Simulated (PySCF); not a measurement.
Excitation energy of N by level of theory

N [He] 2s2 2p3 (4S) → N [He] 2s1 2p4 (4P), as a difference of total energies. Computed with PySCF 2.14 in x2c-TZVPPall with one added diffuse shell each of s, p, d type (6s4p3d1f, 40 functions), with the spin-free X2C one-electron Hamiltonian (Gaussian nucleus). Correlated levels: valence: 1s2 frozen; valence and next inner shell: nothing frozen. The calculations carry no spin-orbit coupling.

```
                                method  excitation energy (eV)  error (eV)
                                   UHF                  10.905      -0.022
                                   LDA                  10.587      -0.340
                                   PBE                  10.408      -0.519
                                  PBE0                  10.650      -0.277
                                r2SCAN                  10.339      -0.588
                                 TPSSh                  10.710      -0.217
                                 B3LYP                  10.647      -0.280
                                revPBE                  10.364      -0.563
                                 wB97X                  11.069      +0.142
                         MP2 (valence)                  11.045      +0.118
                     SCS-MP2 (valence)                  11.058      +0.131
    MP2 (valence and next inner shell)                  11.031      +0.104
SCS-MP2 (valence and next inner shell)                  11.051      +0.124
```

Reference: 10.927 eV (measured; NIST levels, between the centres of gravity of the two terms).

Errors of the correlated levels include the incompleteness of this basis and the frozen core.
